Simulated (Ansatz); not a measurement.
The first iterations of a band of AlClH4N2 + H4Si (13 atoms, charge 0, multiplicity 1).

Method: RKS PBE0/cc-pVDZ in Ansatz.

```yaml
movable_images: 5
climbing_image: yes
spring: 5.0 eV/Å²
optimiser: quadratic models (default)
start_path: through a guess of the saddle point
force_threshold: 0.05 eV/Å
iteration_limit: 60
end_points: relaxed
```

Image 0:

```xyz
13
Properties=species:S:1:pos:R:3
Al 0.115 -0.308 -0.049
Cl -0.218 -1.281 1.820
N 1.681 -0.545 -0.858
H 2.480 -0.981 -0.411
H 1.944 -0.170 -1.761
N -1.275 0.546 -0.786
H -2.220 0.449 -0.429
H -1.299 0.903 -1.735
Si -0.147 2.833 1.154
H 0.512 3.779 2.115
H -0.245 3.488 -0.186
H -1.484 2.439 1.688
H 0.760 1.628 1.063
```

Image 6:

```xyz
13
Properties=species:S:1:pos:R:3
Al 0.009 0.704 -0.587
Cl 0.125 -0.411 2.856
N 1.552 -0.007 -1.147
H 1.656 -0.899 -1.619
H 2.466 0.357 -0.901
N -1.557 -0.006 -1.081
H -1.686 -0.882 -1.576
H -2.455 0.345 -0.765
Si 0.024 2.812 0.672
H 0.575 2.624 2.071
H 0.883 3.882 0.059
H -1.349 3.393 0.863
H 0.361 0.865 2.780
```

| iteration | highest image above the first end (eV) | largest band force component (eV/Å) |
| --- | --- | --- |
| 1 | 4.415 | 11.137 |
| 2 | 3.136 | 1.680 |
| 3 | 2.712 | 0.959 |
| 4 | 2.482 | 1.211 |
| 5 | 2.214 | 0.824 |
| 6 | 1.931 | 0.897 |
| 7 | 1.874 | 0.879 |
| 8 | 1.857 | 0.710 |
| 9 | 1.843 | 0.394 |
| 10 | 1.875 | 0.605 |
| 11 | 1.867 | 0.624 |
| 12 | 1.851 | 0.642 |
| 13 | 1.807 | 0.661 |
| 14 | 1.754 | 0.651 |
| 15 | 1.699 | 0.762 |

Problem. Does the band converge within its limit, and where does its top end?

Solution. It converged. It ended after 46 iterations with the highest image 1.829 eV above the first end. Neighbouring images differ by up to 1.3 eV, so the band resolves the path poorly. A vibrational analysis at the climbing image gives one clearly imaginary mode, 98i cm⁻¹: a first-order saddle point. The orbitals stay closed-shell, which can raise the energy where a bond breaks towards radicals; this wasn't checked here.

The run took 8.6 min on 4 threads of Arm Neoverse V2, on a shared host, peak memory 0.34 GiB.
